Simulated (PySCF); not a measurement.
**From computed data to an observable: entropy of an ideal gas**

Ta(O)(F)(NH2)2 (FH4N2OTa), SMILES [O]=[Ta]([NH2])([NH2])[F], multiplicity 1.

Coordinates come from a PBE0-D3(BJ)/def2-SVP optimisation. The multiplicity is an assumed one; no other spin state was optimised. The structure was generated by enumeration; whether it is a known compound was not checked. The def2 effective core potentials stand for the cores of Ta; spin–orbit coupling is left out. Other conformers were not sampled.

PySCF with PBE0-D3(BJ)/def2-SVP gives the harmonic wavenumbers 168, 174, 184, 205, 205, 298, 400, 494, 528, 571, 595, 670, 682, 695, 1017, 1515, 1518, 3580, 3583, 3678, 3678 cm⁻¹ and the rotational temperatures 0.1504, 0.1495, 0.1300 K. The molar mass is 247.99 g/mol, the symmetry number 1, the spin multiplicity 1.

Task: Work out the entropy at 298.15 K and 1 atm in the rigid-rotor, harmonic-oscillator model.

Result: 
Translation (Sackur–Tetrode at 1 atm): S = R[1.5 ln M + 2.5 ln T − 1.16487] = 177.5 J/(mol K).
Rotation: q = (√π/σ) T^1.5/√(θA θB θC) = 169000, S = R[ln q + 3/2] = 112.5 J/(mol K).
Vibration: with u = 1.4388 ν/T, each mode gives R[u/(e^u − 1) − ln(1 − e^−u)]:
```json
[
 {"ν (cm⁻¹)": "168", "modes": "1", "u": "0.81", "S (J/(mol K))": "10.28"},
 {"ν (cm⁻¹)": "174", "modes": "1", "u": "0.84", "S (J/(mol K))": "10.01"},
 {"ν (cm⁻¹)": "184", "modes": "1", "u": "0.89", "S (J/(mol K))": "9.57"},
 {"ν (cm⁻¹)": "205", "modes": "2", "u": "0.99", "S (J/(mol K))": "17.47"},
 {"ν (cm⁻¹)": "298", "modes": "1", "u": "1.44", "S (J/(mol K))": "5.98"},
 {"ν (cm⁻¹)": "400", "modes": "1", "u": "1.93", "S (J/(mol K))": "4.03"},
 {"ν (cm⁻¹)": "494", "modes": "1", "u": "2.38", "S (J/(mol K))": "2.82"},
 {"ν (cm⁻¹)": "528", "modes": "1", "u": "2.55", "S (J/(mol K))": "2.48"},
 {"ν (cm⁻¹)": "571", "modes": "1", "u": "2.76", "S (J/(mol K))": "2.10"},
 {"ν (cm⁻¹)": "595", "modes": "1", "u": "2.87", "S (J/(mol K))": "1.92"},
 {"ν (cm⁻¹)": "670", "modes": "1", "u": "3.23", "S (J/(mol K))": "1.44"},
 {"ν (cm⁻¹)": "682", "modes": "1", "u": "3.29", "S (J/(mol K))": "1.37"},
 {"ν (cm⁻¹)": "695", "modes": "1", "u": "3.35", "S (J/(mol K))": "1.31"},
 {"ν (cm⁻¹)": "1017", "modes": "1", "u": "4.91", "S (J/(mol K))": "0.37"},
 {"ν (cm⁻¹)": "1515", "modes": "1", "u": "7.31", "S (J/(mol K))": "0.05"},
 {"ν (cm⁻¹)": "1518", "modes": "1", "u": "7.33", "S (J/(mol K))": "0.05"}
]
```
The stiffer modes add less than 0.005 each. Sum 71.2 J/(mol K).
Spin: R ln 1 = 0.0 J/(mol K).
Total 361.3 J/(mol K); the program's own thermochemistry gives 361.3. Translation makes up 49 % and vibration 20 %. Anharmonicity, hindered rotation and orbital degeneracy are left out.
